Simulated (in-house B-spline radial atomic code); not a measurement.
A fraction x of an electron is removed from 3p in Sc⁵⁺, starting from [Ne] 3s2 3p4 and keeping the highest spin. All numbers are computed (scalar-relativistic (X2C) PBEsol, spin-polarised, spherical fractional occupations; Fermi nucleus of rms radius 3.5459 fm) with a B-spline radial code for spherical atoms, not measured.

```
   x  E(x) - E(0) (eV)  3p down level (eV)
   0            0.0000            -101.122
0.09            9.1775            -102.822
0.23           23.7578            -105.470
0.36           37.6289            -107.931
0.49           51.8199            -110.392
 0.5           52.9247            -110.582
0.52           55.1401            -110.960
0.66           70.8600            -113.609
 0.8           86.9505            -116.253
0.98          108.1811            -119.640
   1          110.5776                   -
```

The exact functional would give a straight line between the two integer points. Deviations E(x) - E(0) - x[E(1) - E(0)], in eV: -0.774 at x = 0.09, -1.675 at x = 0.23, -2.179 at x = 0.36, -2.363 at x = 0.49, -2.364 at x = 0.5, -2.36 at x = 0.52, -2.121 at x = 0.66, -1.512 at x = 0.8, -0.185 at x = 0.98.

The curve lies below the straight line by up to 2.364 eV (at x = 0.5): convex, the delocalisation error that favours fractional charges.

How well does Slater's transition state (minus the level at half occupation) give the ionisation energy?

It gives 110.582 eV against 110.578 eV from the two total energies; NIST lists 110.68 eV, ground level to ground level.
